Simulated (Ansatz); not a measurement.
Species: sum formula SiHF, net charge 0, singlet state. SMILES: F[SiH]
Coordinates optimised at B3LYP-D3(BJ)/def2-TZVP (Ansatz, a program for electronic structure):
```xyz
3

Si    -0.2468    -0.3148     0.4521
H     -0.9813    -1.2112    -0.5591
F      0.4929     0.6243    -0.6411
```

Computed values are from Ansatz. Valence correlation only, unless marked. UHF or UKS for open shells. No spin-orbit coupling. No relativistic terms. Basis-set limits of correlation are two-point, X^-3; Hartree-Fock from the larger set (for Q and 5 zeta extrapolated as (X+1)exp(-9√X)).

The Hartree-Fock reference is unstable (checked in the largest basis), which strains HF and MP2. 

Problem. What is the vertical electron affinity (to the doublet; negative means unbound) at CCSD(T)/CBS(aug-cc-pV(T+d)Z,aug-cc-pV(Q+d)Z)?

Solution. 0.64 eV.

Problem. What is the vertical ionisation energy (to the doublet) at CCSD(T)/CBS(aug-cc-pV(T+d)Z,aug-cc-pV(Q+d)Z)?

Solution. 9.79 eV.

Problem. What is the T1 diagnostic at CCSD/cc-pV(5+d)Z?

Solution. 0.015.

Problem. What is the total energy at CCSD(T)/CBS(cc-pV(Q+d)Z,cc-pV(5+d)Z)?

Solution. -389.4608 Eh.

Problem. What is the dipole moment at CCSD(T)/aug-cc-pV(D+d)Z?

Solution. 1.08 D.
